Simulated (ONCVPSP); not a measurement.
aluminium: ONCV pseudisation with PBEsol, scalar-relativistic reference atom.

Input for ONCVPSP 4.0.1:

```
# ATOM AND REFERENCE CONFIGURATION
# atsym  z   nc   nv     iexc    psfile
  Al 13.00    3    2  -116133      upf
#
#   n    l    f
    1    0    2.00
    2    0    2.00
    2    1    6.00
    3    0    2.00
    3    1    1.00
#
# PSEUDOPOTENTIAL AND OPTIMIZATION
# lmax
    2
#
#   l,   rc,      ep,       ncon, nbas, qcut
    0    1.60    0.00    4    7    4.70
    1    1.60    0.00    3    7    5.60
    2    1.60    0.05    3    6    5.40
#
# LOCAL POTENTIAL
# lloc, lpopt,  rc(5),   dvloc0
    1    5    1.60    0.00
#
# VANDERBILT-KLEINMAN-BYLANDER PROJECTORs
# l, nproj, debl
    0    1    0.30
    1    0    3.50
    2    3    0.70
#
# MODEL CORE CHARGE
# icmod, fcfact, rcfact
    0    0.00    0.00
#
# LOG DERIVATIVE ANALYSIS
# epsh1, epsh2, depsh
   -2.00    5.00    0.02
#
# OUTPUT GRID
# rlmax, drl
    6.00    0.01
#
# TEST CONFIGURATIONS
# ncnf
    4
# nvcnf
#   n    l    f
    2
    3    0    2.00
    3    1    0.00
#
    2
    3    0    1.00
    3    1    0.00
#
    2
    3    0    2.00
    3    1    0.50
#
    2
    3    0    1.00
    3    1    2.00
#
```

Command:

```bash
oncvpsp.x < Al.dat > Al.out
```

Output (shortened: citation, most of the input echo, consistency checks and plot data are left out):

```
ONCVPSP  (Optimized Norm-Conservinng Vanderbilt PSeudopotential)
scalar-relativistic version 4.0.1

#   n    l    f        energy (Ha)
    1    0    2.00    -5.5411865E+01
    2    0    2.00    -3.9633103E+00
    2    1    6.00    -2.5555277E+00
    3    0    2.00    -2.8352285E-01
    3    1    1.00    -9.8840271E-02

Reference configufation results
  iterations    25
  all-electron total energy (Ha)   -2.42196117D+02

Begin loop to  construct optimized pseudo wave functions
and semi-local pseudopoentials for all angular momenta

Calculating optimized projector #   1

 for l=   0

    Fraction of norm inside rc  0.154673
    Optimizing pswf for qcut=   4.71 a_B^-1,  ecut=  11.10 Ha
    Residual kinetic energy error=  3.92D-04 Ha

    Energy error per electron        Cutoff
         Ha          eV             Ha
         0.01000     0.27211        3.28
         0.00100     0.02721        5.69
         0.00010     0.00272       38.47
         0.00001     0.00027       49.70

Calculating optimized projector #   1

 for l=   1

    Fraction of norm inside rc  0.066867
    Optimizing pswf for qcut=   5.60 a_B^-1,  ecut=  15.69 Ha
    Residual kinetic energy error=  1.19D-04 Ha

    Energy error per electron        Cutoff
         Ha          eV             Ha
         0.01000     0.27211        1.33
         0.00100     0.02721        8.78
         0.00010     0.00272       17.12
         0.00001     0.00027       71.24

   Wellstate for l =  2  n =  3
     eigenvalue =   0.0500
     asymptotic potential =   0.5500
     half-point radius = 22.9057

   Wellstate for l =  2  n =  4
     eigenvalue =   0.7500
     asymptotic potential =   1.2500
     half-point radius =  5.5649

   Wellstate for l =  2  n =  5
     eigenvalue =   1.4500
     asymptotic potential =   1.9500
     half-point radius =  5.4540

Calculating optimized projector #   1

 for l=   2

    Fraction of norm inside rc  0.003728
    Optimizing pswf for qcut=   5.39 a_B^-1,  ecut=  14.53 Ha
    Residual kinetic energy error=  9.79D-06 Ha

    Energy error per electron        Cutoff
         Ha          eV             Ha
         0.01000     0.27211        0.86
         0.00100     0.02721        3.73
         0.00010     0.00272        9.30
         0.00001     0.00027       14.53

Calculating optimized projector #   2

 for l=   2

    Fraction of norm inside rc  0.108003
    Optimizing pswf for qcut=   5.39 a_B^-1,  ecut=  14.53 Ha
    Residual kinetic energy error=  6.09D-04 Ha

    Energy error per electron        Cutoff
         Ha          eV             Ha
         0.01000     0.27211        8.13
         0.00100     0.02721       13.47
         0.00010     0.00272       20.43
         0.00001     0.00027       65.82

Calculating optimized projector #   3

 for l=   2

    Fraction of norm inside rc  0.127946
    Optimizing pswf for qcut=   5.39 a_B^-1,  ecut=  14.53 Ha
    Residual kinetic energy error=  1.84D-03 Ha

    Energy error per electron        Cutoff
         Ha          eV             Ha
         0.01000     0.27211       10.55
         0.00100     0.02721       15.75
         0.00010     0.00272       29.07
         0.00001     0.00027       55.95

Construct Vanderbilt / Kleinmman-Bylander projectors

B matrix Hermiticity error, ll=   2
   1   2    1.3096E-06
   1   3   -3.4481E-06
   2   3    1.1253E-05

  Orthonormal projector coefficients -4.2752E+01 -3.0191E+00 -1.2019E+00

Pseudoatom total energy   -1.932286

Diagnostic tests using Vanderbilt-Kleinman-Bylander pseudopotentials
  1 or more projectors used as specified by nproj input data

   l    rcore       rmatch      e in        delta e   norm test  slope test

   0   1.6004289   1.6490213  -0.2835229   0.0000282   1.0000567   0.9998008

   1   1.6004289   1.6490213  -0.0988403  -0.0000106   0.9999081   1.0000789

   2   1.6004289   1.6490213   0.0500000   0.0000477   1.0000765   1.0000765
   2   1.6004289   1.6490213   0.7500000   0.0000101   1.0000731   1.0000731
   2   1.6004289   1.6490213   1.4500000   0.0000070   1.0000738   1.0000738

 Testing for bound ghosts
   n   l    E NL Schr. Eq   E Basis Diag.   E Cutoff

   1   0       -0.283495       -0.252927     48.32

 Testing for highly-localized positive-energy ghosts
       l    <radius>/rc     E Basis Diag.   E Cutoff

       2        0.740451        7.911871     99.52  WARNING - GHOST(+)

Test configuration 0

   n   l     f        eae           eps        diff
   1   0  2.0000  -55.41186529
   2   0  2.0000   -3.96331035
   2   1  6.0000   -2.55552771
   3   0  2.0000   -0.28352285   -0.28349466    2.82D-05
   3   1  1.0000   -0.09884027   -0.09885090   -1.06D-05

    Total energies and differences
      AE_ref= -2.42196117D+02  AE_tst= -2.42196117D+02  dif=  0.00D+00
      PS_ref= -1.93228631D+00  PS_tst= -1.93228631D+00  dif=  2.22D-16
      PSP excitation error= -2.22D-16

Test configuration 1

   n   l     f        eae           eps        diff
   1   0  2.0000  -55.72368339
   2   0  2.0000   -4.26961474
   2   1  6.0000   -2.86222184
   3   0  2.0000   -0.54295255   -0.54302822   -7.57D-05

    Total energies and differences
      AE_ref= -2.42196117D+02  AE_tst= -2.41985320D+02  dif=  2.11D-01
      PS_ref= -1.93228631D+00  PS_tst= -1.72138176D+00  dif=  2.11D-01
      PSP excitation error= -1.07D-04

Test configuration 2

   n   l     f        eae           eps        diff
   1   0  2.0000  -56.18811980
   2   0  2.0000   -4.72014152
   2   1  6.0000   -3.31272871
   3   0  1.0000   -0.86914416   -0.86727538    1.87D-03

    Total energies and differences
      AE_ref= -2.42196117D+02  AE_tst= -2.41280807D+02  dif=  9.15D-01
      PS_ref= -1.93228631D+00  PS_tst= -1.01739568D+00  dif=  9.15D-01
      PSP excitation error=  4.20D-04

Test configuration 3

   n   l     f        eae           eps        diff
   1   0  2.0000  -55.55473563
   2   0  2.0000   -4.10429353
   2   1  6.0000   -2.69666388
   3   0  2.0000   -0.40633757   -0.40632806    9.51D-06
   3   1  0.5000   -0.20858053   -0.20865756   -7.70D-05

    Total energies and differences
      AE_ref= -2.42196117D+02  AE_tst= -2.42119915D+02  dif=  7.62D-02
      PS_ref= -1.93228631D+00  PS_tst= -1.85606258D+00  dif=  7.62D-02
      PSP excitation error= -2.11D-05

Test configuration 4

   n   l     f        eae           eps        diff
   1   0  2.0000  -55.48069377
   2   0  2.0000   -4.03044395
   2   1  6.0000   -2.62216816
   3   0  1.0000   -0.31350631   -0.31304001    4.66D-04
   3   1  2.0000   -0.12214387   -0.12204727    9.66D-05

    Total energies and differences
      AE_ref= -2.42196117D+02  AE_tst= -2.42007998D+02  dif=  1.88D-01
      PS_ref= -1.93228631D+00  PS_tst= -1.74435751D+00  dif=  1.88D-01
      PSP excitation error=  1.90D-04
```

The run took about 3 s on one core of a shared server CPU.
